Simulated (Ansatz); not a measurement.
GaSiH6F, closed shell: harmonic vibrations.

in.yaml

```yaml
crystal:
  periodic: [false, false, false]
  atoms:
    - {symbol: Ga, position_ang: [-1.310209, 0.051027, -0.443123]}
    - {symbol: Si, position_ang: [0.936367, -0.834891, -0.182684]}
    - {symbol: H, position_ang: [-1.632442, 0.944139, -1.689654]}
    - {symbol: H, position_ang: [-2.436731, -0.443238, 0.527406]}
    - {symbol: H, position_ang: [0.402869, 1.366744, 1.001164]}
    - {symbol: F, position_ang: [-0.454317, 1.744764, 0.926749]}
    - {symbol: H, position_ang: [1.787010, -0.894961, -1.401946]}
    - {symbol: H, position_ang: [1.629817, 0.185100, 0.706329]}
    - {symbol: H, position_ang: [1.077537, -2.118884, 0.555659]}
basis:
  gaussian: {orbitals: def2-TZVP}
hamiltonian: {xc: pbe0, dispersion: d4}
phonons: {temperatures: {t_min: 298.15, t_max: 900, t_step: 200}}
```

Run by:

```bash
ansatz run in.yaml --threads 4 --pin off --events-out ev --progress --plain --max-ram 9574MiB
```

Output of Ansatz 0.2.0:

```
Functional definition: PBE0
  name "PBE0"
  cite "Adamo & Barone, J. Chem. Phys. 110, 6158 (1999) doi:10.1063/1.478522"
  cite "Perdew, Burke & Ernzerhof, Phys. Rev. Lett. 77, 3865 (1996) doi:10.1103/PhysRevLett.77.3865"
  parent pbe
  parameter a = 0.25
  parameter kappa = 0.804
  parameter beta = 0.06672455060314922
  exchange = (1 - a)*pbe_x(kappa = kappa, mu = beta*pi^2/3) + a*exact_x
  correlation = pbe_c(beta = beta)
1101 factors; their error is unknown
mean field evaluation 1: about -63056.4812 eV, gradient 3.5e1 eV
mean field evaluation 2: about -63055.5762 eV, gradient 4.8e1 eV
mean field evaluation 4: about -63058.1267 eV, gradient 1.4e0 eV
mean field evaluation 8: about -63058.3621 eV, gradient 2.2e-2 eV
mean field -63058.36206929 eV, -2317.3520635534 hartree, gradient 4.5e-5 eV, S^2 0.000000; 0 other end points of the search recorded, 0 dependent functions left out
the calculation of the forces begins
reference -63058.36210368 eV, -2317.3520648171 hartree; 30, 30 occupied and 122, 122 virtual orbitals, 1101 factors
these checks for a lower state are left out or cut short: stability, starts, cluster_reference, orbital_swaps, neighbouring_geometries, increment
1101 factors; their error is unknown
mean field evaluation 16: about -63058.3620 eV, gradient 1.3e-1 eV
Total energy: -63058.49905184 eV, -2317.3570975692 hartree
Atom 0 at    -1.310209     0.051027    -0.443123 Å, force    -0.000935     0.000479    -0.000393 eV/Å
Atom 1 at     0.936367    -0.834891    -0.182684 Å, force     0.000706    -0.000525    -0.000635 eV/Å
Atom 2 at    -1.632442     0.944139    -1.689654 Å, force     0.000199    -0.000263     0.000585 eV/Å
Atom 3 at    -2.436731    -0.443238     0.527406 Å, force     0.000457     0.000376    -0.000050 eV/Å
Atom 4 at     0.402869     1.366744     1.001164 Å, force    -0.003965     0.001735    -0.000606 eV/Å
Atom 5 at    -0.454317     1.744764     0.926749 Å, force     0.003899    -0.002280     0.000296 eV/Å
Atom 6 at     1.787010    -0.894961    -1.401946 Å, force    -0.000263     0.000222     0.000806 eV/Å
Atom 7 at     1.629817     0.185100     0.706329 Å, force    -0.000203    -0.000168    -0.000046 eV/Å
Atom 8 at     1.077537    -2.118884     0.555659 Å, force     0.000105     0.000424     0.000041 eV/Å
Dipole moment:     0.236098    -0.053000     0.052544 e Å
Vibrations: 101.69 153.33 163.23 312.42 328.89 347.95 464.31 508.97 531.26 585.78 662.55 734.79 915.78 921.11 964.66 1971.11 1977.46 2037.72 2215.54 2225.96 3747.66 cm⁻¹, zero-point energy 1.355901 eV

[the SCF lines of later steps are left out]
```

The lines “mean field evaluation” count trial sets of orbitals through the whole run, from several starts and some on an approximate energy, so they need not fall steadily or lie above the final value.

The run took about 67 s on 4 CPU threads of an Arm Neoverse V1 (shared host).
